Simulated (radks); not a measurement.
Results of a calculation; reference values are marked as such.
All-electron atom: Mo2+ in [Kr] 4d4. Code: a radial shooting solver on a logarithmic mesh with Libxc functionals. Model: scalar-relativistic Kohn-Sham, r2SCAN, spin-polarised, spherical densities, finite nucleus; open shells are filled with parallel spins first (spin-orbit coupling, left out, can overturn this in heavy ions); meta-GGA in the generalised Kohn-Sham scheme; Fermi nuclear charge, rms radius 4.4091 fm.

Unscreened Slater integrals over Kohn-Sham orbitals (hartree). They are taken over the spin-up orbitals.

\begin{tabular}{lr}
integral & value \\ \hline
F0(4d,4d) & 0.53337 \\
F2(4d,4d) & 0.26770 \\
F4(4d,4d) & 0.17456 \\
F0(4d,4p) & 0.60891 \\
F2(4d,4p) & 0.29565 \\
G1(4d,4p) & 0.36607 \\
G3(4d,4p) & 0.22282 \\
F0(4d,4s) & 0.62919 \\
G2(4d,4s) & 0.26032 \\
F0(4d,3d) & 0.72389 \\
F2(4d,3d) & 0.12368 \\
F4(4d,3d) & 0.052222 \\
G0(4d,3d) & 0.039306 \\
G2(4d,3d) & 0.043845 \\
G4(4d,3d) & 0.032894 \\
F0(4p,4p) & 0.72878 \\
F2(4p,4p) & 0.38416 \\
F0(4p,4s) & 0.76500 \\
G1(4p,4s) & 0.51939 \\
F0(4p,3d) & 0.94461 \\
F2(4p,3d) & 0.21382 \\
G1(4p,3d) & 0.067793 \\
G3(4p,3d) & 0.065303 \\
F0(4s,4s) & 0.80801 \\
F0(4s,3d) & 1.0298 \\
G2(4s,3d) & 0.082461 \\
F0(3d,3d) & 2.1941 \\
F2(3d,3d) & 1.0811 \\
F4(3d,3d) & 0.68701 \\
\end{tabular}

Derived for the open shells (J is the average intra-shell exchange parameter used in DFT+U). 4d: Racah B = F2/49 - 5 F4/441 = 0.003484 hartree, C = 35 F4/441 = 0.01385 hartree, C/B = 3.98, F4/F2 = 0.652, J = (F2 + F4)/14 = 0.03159 hartree.
